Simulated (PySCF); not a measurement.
Species: SnH2Me(SiH3), CH8SiSn.
Geometry (PBE0-D3(BJ)/def2-SVP, Å), atoms numbered from 1 in this order:
```xyz
11
CH8SiSn angstrom
Sn     0.7684    0.1416    0.5342
H      0.7932    0.1494    2.2537
H      2.3971    0.1435   -0.0182
C     -0.2149    1.9293   -0.1635
H      0.3044    2.8152    0.2273
H     -1.2574    1.9456    0.1830
H     -0.2017    1.9620   -1.2617
Si    -0.4357   -1.9707   -0.3020
H     -1.8222   -2.0345    0.2568
H      0.3001   -3.2040    0.1161
H     -0.5333   -1.9628   -1.7949
```

Level of theory: PBE0-D3(BJ)/def2-SVP geometry optimisation, gas phase, def2 core potentials past Kr in PySCF 2.14.0.

Which atoms are bound to Sn1, and at what distances?

4 atoms: H2 1.720 Å, H3 1.720 Å, C4 2.156 Å, Si8 2.571 Å. The nearest atom not counted as bound is H5, at 2.73 Å (others tie with it).

List the angles at Sn1.

```tsv
angle	degrees	distance of the outer atoms (Å)
C4–Sn1–Si8	111.2	3.91
H3–Sn1–Si8	109.9	3.55
H2–Sn1–Si8	109.6	3.54
H3–Sn1–C4	109.1	3.17
H2–Sn1–C4	109.0	3.17
H2–Sn1–H3	107.9	2.78
```

What is the shape at Sn1?

Tetrahedral: angles from 107.9° to 111.2°; τ4 = (360° − α − β)/141° = 0.98 with α and β the two widest (0 for a square, 1 for a tetrahedron).

What are the other bond lengths?

C4–H5, C4–H6, C4–H7 1.099 Å; Si8–H9, Si8–H10, Si8–H11 1.496 Å.

What are the rotational constants (commonest isotopes, rigid rotor)?

A = 7882, B = 2341, C = 1921 MHz: an asymmetric top.

Point group: near Cs, missed by 0.14 Å at most; the miss may be what the optimiser left on a soft mode. Charge 0, singlet. PBE0-D3(BJ)/def2-SVP frequencies: not computed here.
